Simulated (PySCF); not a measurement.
# Radial density of Ce²⁺ (cerium, charge +2)

BLYP, [Xe] 4f1 6s1, high-spin 3F determinant (an excited configuration). All numbers are calculated (PySCF 2.14, scalar relativity by spin-free X2C-1e, in ANO-RCC-VTZP (8s7p5d3f2g1h, 104 functions)).

| r (bohr) | 4πr²ρ (e/bohr) | 4πr²(ρα − ρβ) |
| --- | --- | --- |
| 0.0205 | 74.68 | 0.0020 |
| 0.0346 | 66.55 | 0.0008 |
| 0.0581 | 90.96 | 0.0092 |
| 0.0978 | 90.62 | 0.0049 |
| 0.164 | 76.80 | 0.0348 |
| 0.277 | 70.22 | 0.1828 |
| 0.465 | 31.49 | 0.6983 |
| 0.783 | 26.89 | 0.9232 |
| 1.32 | 9.013 | 0.5826 |
| 2.21 | 3.008 | 0.1846 |
| 3.72 | 0.4457 | 0.3598 |
| 6.26 | 0.03513 | 0.0351 |
| 10.5 | 0.0001753 | 0.0002 |
| 17.7 | 1.930e-05 | 0.0000 |

Densities and radii are taken from the X2C orbitals without a picture-change correction, which distorts them close to the nucleus.

Spin-orbit coupling, absent here, splits the open shell strongly.
